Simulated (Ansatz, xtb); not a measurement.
# Two structures of C2H5Br2Ga

We compare a, `[CH3][Ga]([Br])[CH2]Br`, a singlet, with b, a singlet given by its coordinates. Both are isolated molecules in the gas phase, relaxed with B3LYP-D3(BJ)/def2-SVP; the shapes shown needn't be the lowest conformers.

a (Å):

```yaml
atoms:
  - { symbol: C, position_ang: [0.9601, 0.5964, 0.5759] }
  - { symbol: C, position_ang: [-0.7119, -2.5547, 0.5472] }
  - { symbol: Br, position_ang: [2.5183, -2.3796, 2.0998] }
  - { symbol: Br, position_ang: [-2.3044, -1.5547, -0.0424] }
  - { symbol: Ga, position_ang: [0.7814, -1.3170, 0.9646] }
  - { symbol: H, position_ang: [0.2483, 0.9026, -0.2039] }
  - { symbol: H, position_ang: [1.9891, 0.8284, 0.2653] }
  - { symbol: H, position_ang: [0.7433, 1.1661, 1.4941] }
  - { symbol: H, position_ang: [-0.4493, -3.2489, -0.2632] }
  - { symbol: H, position_ang: [-1.0052, -3.1471, 1.4240] }
```

b (Å):

```csv
atom,x (Å),y (Å),z (Å)
C,1.3565,1.1253,0.0819
C,-0.7423,-1.7139,-0.2312
Br,2.5612,-2.1974,1.1352
Br,-1.8465,-1.1834,1.3389
Ga,0.9516,-0.7903,0.2201
H,1.8260,1.4731,1.0139
H,0.4442,1.7086,-0.1106
H,2.0700,1.2899,-0.7412
H,-0.6922,-2.8084,-0.2230
H,-1.2760,-1.3549,-1.1195
```

Close contacts (Å): C1–Ga5 1.96, C2–Br4 1.99, C2–Ga5 1.98, Br3–Ga5 2.33, Br4–Ga5 3.04, C1–H6 1.10, C1–H7 1.10, C1–H8 1.10, C2–H9 1.10, C2–H10 1.10.

Problem. Estimate which is lower in electronic energy at CCSD(T)/def2-SVP + ΔMP2/def2-TZVPP, and by roughly how much.

Solution. CCSD(T)/def2-SVP + ΔMP2/def2-TZVPP gives E(b) − E(a) = −0.037 eV, slightly favouring structure b, which is too small a margin to settle the true order.

Level by level:

```tsv
level	geometry	E(b) − E(a) (eV)	departure from the last row (eV)	job, with rough time for the two
B3LYP-D3(BJ)/def2-SVP	B3LYP-D3(BJ)/def2-SVP	−0.020	+0.017	optimisation, 4.9 min
HF/def2-SVP	B3LYP-D3(BJ)/def2-SVP	−0.008	+0.030	part of the CCSD(T) run
MP2/def2-SVP	B3LYP-D3(BJ)/def2-SVP	−0.028	+0.010	part of the CCSD(T) run
CCSD(T)/def2-SVP	B3LYP-D3(BJ)/def2-SVP	−0.034	+0.004	single point
CCSD(T)/def2-SVP + ΔMP2/def2-TZVPP	B3LYP-D3(BJ)/def2-SVP	−0.037		single point, 2.6 min
```

The largest departure from CCSD(T)/def2-SVP + ΔMP2/def2-TZVPP is that of HF/def2-SVP, 0.030 eV. No reliable frequencies are at hand for a, so it isn't confirmed as a minimum. Levels run at GFN2-xTB geometries aren't shown. The last row adds to CCSD(T) the change of the MP2 difference between the two basis sets, here −0.004 eV.

The correlated steps freeze 29 core orbitals; the filled d shell of Br and Ga is correlated, in a basis made for valence electrons. Programs: Ansatz 0.2.0, xtb 6.7.1; the last row on 2 threads of Intel(R) Xeon(R) Processor @ 2.70GHz on a shared host.
